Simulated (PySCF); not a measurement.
# Orbital picture of EuC

PBE0 at R = 2.390 Å; PySCF, spin-free X2C with a Gaussian nucleus, basis sets Eu x2c-TZVPall, C x2c-TZVPall. State: octet, about 7.0 electrons in the 4f shell (Mulliken), a second solution, started from another occupation. Only the outer orbitals are listed, counted within each symmetry.

```csv
spin,orbital,occ.,ε (eV),on Eu (%),main shells (%)
α,15σ,1,-4.45,49,"48 C p, 32 Eu s, 10 Eu d"
α,8π,1,-3.29,50,"50 C p, 47 Eu d"
α,16σ,0,-2.23,81,"55 Eu s, 18 C p, 14 Eu d"
α,8π,0,-1.18,73,"73 Eu d, 27 C p"
α,9π,0,-0.85,95,"75 Eu p, 20 Eu d"
β,7π,1,-3.71,20,"79 C p, 16 Eu d"
β,14σ,0,-1.97,91,"80 Eu s, 10 Eu p, 8 C p"
β,15σ,0,-0.74,51,"48 C p, 32 Eu d, 12 Eu s"
β,8π,0,-0.20,100,"80 Eu p, 20 Eu d"
```

**Question.** Which are the highest filled and the lowest empty level, where do they sit, and how wide is the gap?

**Answer.** Highest filled α 8π at -3.29 eV (in %: 50 C p, 47 Eu d); lowest empty α 16σ at -2.23 eV (in %: 55 Eu s, 18 C p, 14 Eu d); the gap at PBE0 is 1.06 eV.

* bond order (Mayer): 1.78
* ⟨S²⟩: 16.846
* charge on Eu (Mulliken, basis-dependent): 0.57
* charge on Eu (Löwdin, basis-dependent): 0.45
* dipole moment (positive dipole means Eu(−)C(+)): -7.89 D

Spin–orbit coupling is left out.
